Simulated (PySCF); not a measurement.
**Radial density of F⁻ (fluorine, charge -1)**

UHF, [Ne], closed-shell 1S. Computed with PySCF 2.14 in def2-QZVPPD, with the non-relativistic Hamiltonian (point nucleus).

```tsv
r (bohr)	4πr²ρ (e/bohr)
0.00352	0.06534
0.00592	0.1772
0.00996	0.4659
0.0168	1.167
0.0282	2.691
0.0474	5.404
0.0797	8.635
0.134	9.509
0.226	6.191
0.379	4.121
0.638	6.115
1.07	5.232
1.81	1.889
3.04	0.3050
5.11	0.01846
8.59	0.0004471
```
